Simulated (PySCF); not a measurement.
Predicted microwave data (PySCF 2.14.0, PBE0-D3(BJ)/def2-SVP geometry optimisation, gas phase) for one isomer of C3H5NSe:

* Rotational constants: A = 24528, B = 995.2, C = 974.5 MHz
* Dipole components: |μa| = 2.65 D, |μb| = 0.98 D, |μc| = 0.58 D
* Inertial defect: -9.84 u·Å²
* κ: -1.00

Question: Which structure is it? (One computed conformer of each.)
A. `[N:1]#[C:2][CH2:3][CH2:4][SeH:5]` with C2–C3–C4–Se5 -177°, C3–C4–Se5–H -68°
B. `[CH3:1][Se:2][CH2:3][C:4]#[N:5]` with C1–Se2–C3–C4 -58°

Answer: A. It is N#CCC[SeH]. The candidates at the same level (rigid rotor, commonest isotopes):

```csv
SMILES,A (MHz),B (MHz),C (MHz),μa (D),μb (D),μc (D),Δ (u·Å²),point group,rotor
C[Se]CC#N,6358,1994,1669,2.35,0.57,1.88,-30.13,C1,asymmetric top
N#CCC[SeH],24528,995.2,974.5,2.65,0.98,0.58,-9.84,–,–
```

`C[Se]CC#N` has B 100 % too high. No structure here is proved a minimum.
